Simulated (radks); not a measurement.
Ru21+, configuration [Ar] 3d5.

Method: scalar-relativistic Kohn-Sham, LB94 model potential, spin-polarised, spherical densities, finite nucleus; open shells are filled with parallel spins first (spin-orbit coupling, left out, can overturn this in heavy ions); Fermi nuclear charge, rms radius 4.4809 fm; computed with a radial shooting solver on a logarithmic mesh with Libxc functionals.

Energy parts (hartree):
kinetic: 4453.51798
electron-nucleus: -9706.34818
Hartree: 1070.78619
(The LB94 potential has no energy functional, so no total or exchange-correlation energy is given.)

Orbitals (lengths in bohr, moments of r in powers of bohr; <r^-3> diverges for s and p1/2; r(max) is where P^2 peaks):
| orbital | occ. | eigenvalue (hartree) | <r> | r(max) | <r^-3> |
|---|---|---|---|---|---|
| 1s up | 1 | -839.1252 | 0.03338 | 0.02171 | - |
| 1s down | 1 | -839.1375 | 0.03338 | 0.02171 | - |
| 2s up | 1 | -145.2625 | 0.1448 | 0.1227 | - |
| 2s down | 1 | -145.2710 | 0.1446 | 0.1226 | - |
| 2p up | 3 | -133.3106 | 0.1261 | 0.09795 | 3045 |
| 2p down | 3 | -133.3393 | 0.1259 | 0.09795 | 3049 |
| 3s up | 1 | -45.71226 | 0.3812 | 0.3504 | - |
| 3s down | 1 | -45.19029 | 0.3827 | 0.3510 | - |
| 3p up | 3 | -41.78899 | 0.3754 | 0.3407 | 605.9 |
| 3p down | 3 | -41.26478 | 0.3770 | 0.3414 | 599.5 |
| 3d up | 5 | -35.87910 | 0.3423 | 0.2796 | 86.81 |
| 3d down | 0 | -35.38609 | 0.3430 | 0.2786 | 87.29 |
| 4s up | 0 | -21.87607 | 0.7676 | 0.7564 | - |
| 4s down | 0 | -21.70368 | 0.7720 | 0.7606 | - |
| 4p up | 0 | -20.38875 | 0.7806 | 0.7694 | 197.4 |
| 4p down | 0 | -20.22395 | 0.7854 | 0.7741 | 195.6 |

The highest occupied level is 3d up at -976.32 eV. Summed over all electrons, <r^2> = 2.168 bohr^2, which gives a Langevin (diamagnetic) susceptibility term of -1.72 x 10^-6 cm^3/mol.
